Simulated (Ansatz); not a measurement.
Two structures of CH₉GeN, closed shell, reached by relaxing down either side of one saddle point (PBE0-D4/def2-TZVP). Energies are electronic, without zero-point energy. Program: Ansatz 0.2.0. Basis: def2-TZVPP and def2-QZVPP. Cores are frozen in the correlated methods. Filled d shells of the heavier atoms are correlated. The def2 sets are not built for correlating such inner shells, so the correlated values are less sure here. Extrapolation: Hartree–Fock as exp(−7.88 √X), correlation as X^−2.97. First:

Ge1  (-1.031, 0.871, 0.578)
C2  (-0.117, -0.552, 1.544)
H3  (-1.790, 0.317, -0.643)
H4  (-2.061, 1.576, 1.486)
H5  (-0.036, 1.939, 0.087)
H6  (1.912, -1.060, -2.102)
N7  (1.154, -0.469, -1.784)
H8  (0.411, -0.147, 2.409)
H9  (-0.833, -1.298, 1.890)
H10  (0.597, -1.017, 0.865)
H11  (1.435, 0.491, -1.946)
H12  (0.360, -0.650, -2.385)
(Å)

Second:

Ge1  (-0.779, 1.416, -0.707)
C2  (0.390, -1.602, 1.550)
H3  (-1.944, 0.433, -0.521)
H4  (-0.222, 1.878, 0.648)
H5  (-1.285, 2.652, -1.488)
H6  (0.686, -1.239, 0.565)
N7  (0.574, 0.489, -1.553)
H8  (0.670, -0.869, 2.308)
H9  (-0.690, -1.751, 1.575)
H10  (0.889, -2.547, 1.762)
H11  (1.411, 1.038, -1.695)
H12  (0.299, 0.102, -2.446)
(Å)

Which bonds change from the first to the second?

CH₆Ge ([CH3][GeH3]) + NH₃ → GeNH₅ ([NH2][GeH3]) + CH₄; bonds formed: Ge1–N7, C2–H6; bonds broken: Ge1–C2, H6–N7.

Give the saddle point's structure and its height above each. (An estimate is asked for; the value comes from the calculation.)

Computed: 256.8 kJ/mol above the first and 264.9 kJ/mol above the second (CCSD(T) at an estimated basis limit (MP2 extrapolated from triple and quadruple zeta, plus CCSD(T) − MP2 in triple zeta)).
```
atom    x (Å)    y (Å)    z (Å)
 Ge1  -0.7765   0.9078  -0.1843
  C2   0.1687  -1.0013   1.1367
  H3  -2.0523   0.0694  -0.3006
  H4  -0.4677   1.6447   1.1255
  H5  -0.9919   2.0767  -1.2178
  H6   0.7247  -0.5811  -0.3264
  N7   0.7502   0.1272  -1.2219
  H8   0.8917  -0.6055   1.8594
  H9  -0.7969  -1.0694   1.6470
 H10   0.4609  -2.0391   0.9154
 H11   1.5714   0.7202  -1.2971
 H12   0.5177  -0.2496  -2.1360
```

No T1 diagnostic of these runs exceeds 0.012.

Labels in which every atom is bracketed show which atoms are joined, not bond orders.

For scale, one of the runs: CCSD(T)/def2-TZVPP, 236 basis functions, launched by `ansatz run in.yaml --threads 4 --pin off --events-out ev --progress --plain --max-ram 9574MiB`. The run took 4.2 min on 4 CPU threads of an AMD EPYC (shared host), with 4.4 GiB of host memory at its peak.
